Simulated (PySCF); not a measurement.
Write Cartesian coordinates for `Cl[Te-2](Cl)(Cl)(Cl)(Cl)Cl` ([TeCl6]2-) as optimised with PBE0-D3(BJ)/def2-SVP. (Charge -2.)

```xyz
7
TeCl6 angstrom
Te     0.0136   -0.0155   -0.0088
Cl    -0.0124   -0.0277    2.5751
Cl     0.0188    0.0001   -2.5903
Cl     2.5976    0.0149    0.0000
Cl    -2.5694   -0.0408   -0.0395
Cl    -0.0056    2.5665    0.0121
Cl     0.0492   -2.5996   -0.0172
```

Orientation and origin are arbitrary. Atoms count from 1 in this order. All 6 Cl–Te bonds measure 2.582 to 2.584 Å. Te1 (tellurium bonded to 6 Cl) is octahedral (the three widest angles are 179.5°, 179.5° and 179.5°, the others run from 89.4° to 90.4°).

Bonds between heavy atoms (Å): Te1–Cl2 2.584, Te1–Cl3 2.582, Te1–Cl4 2.584, Te1–Cl5 2.583, Te1–Cl6 2.582, Te1–Cl7 2.584.

Method used: PBE0-D3(BJ)/def2-SVP geometry optimisation, gas phase, def2 core potentials past Kr in PySCF.

Point group: Oh (every atom within 0.08 Å of its image). No PBE0-D3(BJ)/def2-SVP frequencies stand behind this structure, so it isn't proved a minimum. Whether so highly charged an anion holds all its electrons in the gas phase wasn't checked; a finite basis holds them in any case. No counter-ion or solvent screens the charge of this multiply charged ion. The geometry's basis has no diffuse functions, a weakness for an anion.

Hardware: an Intel Xeon at 2.70 GHz with one thread, shared host with 64 logical CPUs at a one-minute load of 57. Cost: 99 s, 0.61 GiB resident at most. These figures are those of the optimisation.
